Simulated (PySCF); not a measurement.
## Electronic structure of Mn (manganese, neutral) at the PBE level

Configuration: [Ar] 3d4 4s2 5s1, high-spin 6D determinant (an excited configuration). Calculation: PySCF 2.14, in aug-cc-pVTZ-DK (8s7p5d3f2g, 93 functions); scalar relativity by spin-free X2C-1e.

```
Total energy                                                  : -1157.877 hartree
One-electron energy                                           : -1584.896 hartree
Hartree (Coulomb) energy                                      : 478.909 hartree
Exchange-correlation energy                                   : -51.889 hartree
⟨S²⟩                                                          : 8.7531
⟨L²⟩                                                          : 6.008
Sum of ⟨r⟩                                                    : 26.76 bohr
Sum of ⟨r²⟩                                                   : 98.71 bohr²
Traceless quadrupole moment −½Σ⟨3z² − r²⟩ along its main axis : 0.536 e·bohr²
Langevin diamagnetic susceptibility                           : -78.2 ×10⁻⁶ cm³/mol
```

| shell | electrons | mean orbital energy (eV) | spread (eV) | rms radius, mean of both spins (bohr) |
| --- | --- | --- | --- | --- |
| 1s α | 1 | -6435.0 | 0 | 0.0703 |
| 1s β | 1 | -6434.9 | 0 | 0.0703 |
| 2s α | 1 | -755.50 | 0 | 0.303 |
| 2s β | 1 | -753.64 | 0 | 0.303 |
| 2p α | 3 | -641.60 | 0.565 | 0.274 |
| 2p β | 3 | -640.16 | 0.925 | 0.274 |
| 3s α | 1 | -98.068 | 0 | 0.908 |
| 3s β | 1 | -93.575 | 0 | 0.908 |
| 3p α | 3 | -66.560 | 0.733 | 0.970 |
| 3p β | 3 | -62.152 | 1.851 | 0.970 |
| 3d α | 4 | -17.846 | 1.166 | 1.22 |
| 4s α | 1 | -10.176 | 0 | 2.89 |
| 4s β | 1 | -9.175 | 0 | 2.89 |
| 5s α | 1 | -1.729 | 0 | 8.25 |

The outer electron is Rydberg-like, and this basis confines it to a smaller radius and binds it less than a complete one would.

Densities and radii are taken from the X2C orbitals without a picture-change correction, which distorts them close to the nucleus.
